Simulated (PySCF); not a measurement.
# Bonding in 1,5-pentanediol

1,5-pentanediol, C5H12O2.
SMILES with atom numbers: `[OH:1][CH2:2][CH2:3][CH2:4][CH2:5][CH2:6][OH:7]` (hydrogens: H8 on O1; H9, H10 on C2; H11, H12 on C3; H13, H14 on C4; H15, H16 on C5; H17, H18 on C6; H19 on O7)

Cartesian coordinates in Å at the PBE0-D3(BJ)/def2-TZVP level; atoms count from 1:
```xyz
19
C5H12O2 angstrom
O     -2.539    1.150   -0.388
C     -2.183    0.085    0.470
C     -1.255   -0.925   -0.182
C      0.042   -0.335   -0.719
C      0.942    0.259    0.352
C      2.289    0.706   -0.185
O      3.046   -0.347   -0.748
H     -2.981    0.780   -1.157
H     -1.698    0.554    1.329
H     -3.077   -0.428    0.849
H     -1.793   -1.420   -1.000
H     -1.035   -1.710    0.552
H      0.596   -1.110   -1.255
H     -0.193    0.442   -1.453
H      0.461    1.124    0.821
H      1.103   -0.475    1.155
H      2.858    1.212    0.607
H      2.146    1.428   -0.993
H      3.228   -0.987   -0.055
```

Bond orders from the PBE0/pcSseg-2 density (PySCF). Geometry: PBE0-D3(BJ)/def2-TZVP, one conformer, isolated molecule.

**Question.** Where do the orders between heavy atoms depart from those drawn in the SMILES?

**Answer.** The largest departure is 0.086, at O1–C2 (drawn single, 0.914).

**Question.** Set the Mayer orders of the bonds beside their lengths.

**Answer.** 
```json
{"bond": "O1–C2", "drawn as": "single", "length (Å)": "1.414", "Mayer order": "0.914"}
{"bond": "C2–C3", "drawn as": "single", "length (Å)": "1.518", "Mayer order": "0.982"}
{"bond": "C3–C4", "drawn as": "single", "length (Å)": "1.522", "Mayer order": "0.942"}
{"bond": "C4–C5", "drawn as": "single", "length (Å)": "1.520", "Mayer order": "0.948"}
{"bond": "C5–C6", "drawn as": "single", "length (Å)": "1.517", "Mayer order": "0.971"}
{"bond": "C6–O7", "drawn as": "single", "length (Å)": "1.414", "Mayer order": "0.920"}
{"bond": "O1–H8", "drawn as": "single", "length (Å)": "0.961", "Mayer order": "1.017"}
{"bond": "C2–H9", "drawn as": "single", "length (Å)": "1.093", "Mayer order": "0.994"}
{"bond": "C2–H10", "drawn as": "single", "length (Å)": "1.099", "Mayer order": "0.997"}
{"bond": "C3–H11", "drawn as": "single", "length (Å)": "1.098", "Mayer order": "1.010"}
{"bond": "C3–H12", "drawn as": "single", "length (Å)": "1.097", "Mayer order": "0.999"}
{"bond": "C4–H13", "drawn as": "single", "length (Å)": "1.093", "Mayer order": "1.012"}
{"bond": "C4–H14", "drawn as": "single", "length (Å)": "1.095", "Mayer order": "0.997"}
{"bond": "C5–H15", "drawn as": "single", "length (Å)": "1.095", "Mayer order": "0.999"}
{"bond": "C5–H16", "drawn as": "single", "length (Å)": "1.099", "Mayer order": "1.003"}
{"bond": "C6–H17", "drawn as": "single", "length (Å)": "1.098", "Mayer order": "1.003"}
{"bond": "C6–H18", "drawn as": "single", "length (Å)": "1.093", "Mayer order": "0.992"}
{"bond": "O7–H19", "drawn as": "single", "length (Å)": "0.961", "Mayer order": "1.018"}
```

Bonds between the same two heavy elements. C–O: all 2 within 0.02 of one another (0.914 to 0.920). C–C: lowest C3–C4 (0.942, 1.522 Å), highest C2–C3 (0.982, 1.518 Å).

**Question.** Sum the orders of all bonds at each heavy atom with more than one neighbour and set the sums beside the valence in the SMILES.

**Answer.** O1 1.931 (drawn 2), C2 3.887 (drawn 4), C3 3.933 (drawn 4), C4 3.899 (drawn 4), C5 3.921 (drawn 4), C6 3.886 (drawn 4), O7 1.938 (drawn 2). Orders between atoms that aren't bonded are not in these sums.

For a closed shell the Mayer order of atoms A and B is Σ (PS)μν (PS)νμ over the basis functions μ on A and ν on B, with P the density and S the overlap matrix.
